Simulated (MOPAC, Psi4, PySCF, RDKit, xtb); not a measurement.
Two geometries of H7GeNSi, SMILES [GeH3][SiH2]N, relaxed at B3LYP-D3(BJ)/def2-SVP with one dihedral held; other torsions can differ between them too.

Structure A

```
10

N     -1.2817     0.7357     0.1969
Si    -0.5204    -0.8011    -0.0358
Ge     0.8921    -0.7764    -1.9751
H     -2.2877     0.8497     0.2000
H     -0.7867     1.6192     0.1768
H      0.3174    -1.2360     1.1273
H     -1.6170    -1.7975    -0.2128
H      0.0637    -0.5792    -3.2658
H      1.7199    -2.0731    -2.1332
H      1.8917     0.4030    -1.8933
```

Structure B

```
10

N     -1.3989     0.8345     0.0439
Si    -0.7048    -0.7589    -0.0184
Ge    -0.0824    -1.4538    -2.2350
H     -2.4036     0.9385    -0.0565
H     -0.9116     1.6281    -0.3610
H      0.5217    -0.8216     0.8325
H     -1.7297    -1.6966     0.5257
H     -1.3168    -1.5206    -3.1661
H      0.6089    -2.8375    -2.2724
H      0.8962    -0.4310    -2.8628
```

Task: Which is lower in energy at the level DF-MP2 (frozen core)/cc-pVTZ // B3LYP-D3(BJ)/def2-SVP (Psi4), and by how much?

Result: B is lower, by 1.34 kJ/mol (dihedral H4–N1–Si2–Ge3: 120° in A, 90° in B).

E(B) − E(A) in kJ/mol at the other levels, on the same two geometries: PBE/def2-TZVP // B3LYP-D3(BJ)/def2-SVP (Psi4) -1.82; PBE-D3(BJ)/def2-TZVP // B3LYP-D3(BJ)/def2-SVP (Psi4) -1.81; M06-2X/def2-TZVP // B3LYP-D3(BJ)/def2-SVP (Psi4) -0.35; HF/cc-pVTZ // B3LYP-D3(BJ)/def2-SVP (Psi4) -0.37; UFF // B3LYP-D3(BJ)/def2-SVP (RDKit) -14.63; AM1, restricted, heats of formation // B3LYP-D3(BJ)/def2-SVP (MOPAC) 0.07; PM6, restricted, heats of formation // B3LYP-D3(BJ)/def2-SVP (MOPAC) 4.38; GFN1-xTB // B3LYP-D3(BJ)/def2-SVP (xtb) 5.28; restricted B3LYP/6-31G*, spherical d // B3LYP-D3(BJ)/def2-SVP (PySCF) -1.69; restricted B3LYP/LANL2DZ, with its core potentials past Ne // B3LYP-D3(BJ)/def2-SVP (PySCF) 5.84; restricted M06-2X/6-31G*, spherical d // B3LYP-D3(BJ)/def2-SVP (PySCF) -0.66; restricted B3LYP/3-21G // B3LYP-D3(BJ)/def2-SVP (PySCF) 4.94.
